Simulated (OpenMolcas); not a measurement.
## Zn: effect of the active space

| Property | Result |
| --- | --- |
| Program | OpenMolcas 26.06 |
| Method | SS-CASPT2 or its RAS form, IPEA 0.25 Eh, imaginary shift 0.1 Eh |
| Basis | ANO-RCC-VQZP |
| Scalar Hamiltonian | DKH2, point nucleus |
| Spin-orbit coupling | RASSI with atomic mean-field integrals over the reference wave functions, term energies averaged over their components |

A. 2 electrons in 4 orbitals (4s 4p); 2S+1 = 3 even, 3 roots; 2S+1 = 1 even, 1 root; 2S+1 = 3 odd, 3 roots; 2S+1 = 1 odd, 3 roots; closed shells correlated: 3d; CASPT2 step about 5 core-seconds
B. 2 electrons in 8 orbitals (4s 4p 5s 5p); 2S+1 = 3 even, 3 roots; 2S+1 = 1 even, 1 root; 2S+1 = 3 odd, 3 roots; 2S+1 = 1 odd, 3 roots; closed shells correlated: 3d; CASPT2 step of the order of 7 core-seconds
C. 2 electrons in 9 orbitals (RAS2 4s 4p; RAS3 4d, at most 2 electrons); 2S+1 = 3 even, 3 roots; 2S+1 = 1 even, 6 roots; 2S+1 = 3 odd, 3 roots; 2S+1 = 1 odd, 3 roots; closed shells correlated: 3d; CASPT2 step about 13 core-seconds

Energies in cm-1 above 4s2 1S0, the measured ground level; measured values from NIST Handbook of Basic Atomic Spectroscopic Data.

```tsv
Level	A	B	C	Measured
4s2 1S0	0.0	0.0	0.0	0.0
4s 4p 3P* 0	31974	31849	30011	32311
4s 4p 3P* 1	32131	32005	30171	32501
4s 4p 3P* 2	32447	32320	30495	32890
4s 4p 1P* 1	48805	48411	45914	46745
```

Deviations, from unrounded energies. A percentage is the sum of absolute deviations over the sum of measured energies, with the sign that they share, or ± where signs differ.

| Against measurement | Levels | A | B | C |
| --- | --- | --- | --- | --- |
| mean absolute deviation (cm-1) | 4 | 800 | 800 | 2000 |
| other configurations (%) | 4 | ±2.2 | ±2.2 | -5.4 |

A, B lie about equally close to measurement and C furthest from it. The largest miss of B in the table is 4s 4p 1P* 1, by +1700 cm-1. The ranking rests on the paired levels alone, and a cruder setting can come out closer through cancelling errors.

Among A to C the level of the table that moves most is 4s 4p 1P* 1, by 2900 cm-1 (lowest in C, highest in A).

Active for correlation alone: 5p 5s; no level in the range computed is led by a configuration that fills them, so any true level of that kind is missing (holds for B). Active for correlation alone: 4d; no level in the range computed is led by a configuration that fills it, so any true level of that kind is missing (holds for C). Measured partners are found by configuration, term and J. A level has none where our copy of the source lacks it or the pairing is in doubt (some pairs that miss far off the trend of their configuration count as doubtful), and it then counts in no deviation. Only configurations of the active space appear. Levels that lie high or do not pair safely by name in every column are left out.

* marks odd parity.
